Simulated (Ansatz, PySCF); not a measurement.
Pair of molecules: NH3 (SMILES N) (first 4 atoms) with C2H6O (SMILES CCO); geometry from B3LYP-D3(BJ)/def2-TZVP.
(charge 0, multiplicity 1):
```xyz
13

N      0.028    -0.066     0.461
H     -0.920    -0.345     0.235
H      0.275     0.703    -0.152
H      0.639    -0.844     0.240
C     -0.118    -1.251     4.224
C     -0.500     0.213     4.048
O      0.384     0.913     3.194
H     -0.790    -1.749     4.928
H      0.903    -1.333     4.601
H     -0.172    -1.784     3.272
H     -1.536     0.284     3.684
H     -0.467     0.724     5.013
H      0.277     0.563     2.288
```

Interaction energies are E(AB) − E(A) − E(B) at the monomers' geometry in the complex; basis-set methods are counterpoise corrected.

Correlated levels freeze the cores.

Codes used: Ansatz (an electronic-structure program) with Gaussian orbitals; PySCF for the dispersion terms. Each number belongs to the level named beside it.

**Question.** One of these levels gives -295.9 meV for the interaction energy. Which?
A. BLYP-D3(BJ)/def2-TZVPPD
B. PBE-D4/def2-TZVPPD
C. CCSD(T)/aug-cc-pVDZ

**Answer.** A, BLYP-D3(BJ)/def2-TZVPPD. The others give -332.2 (PBE-D4/def2-TZVPPD), -258.3 (CCSD(T)/aug-cc-pVDZ)
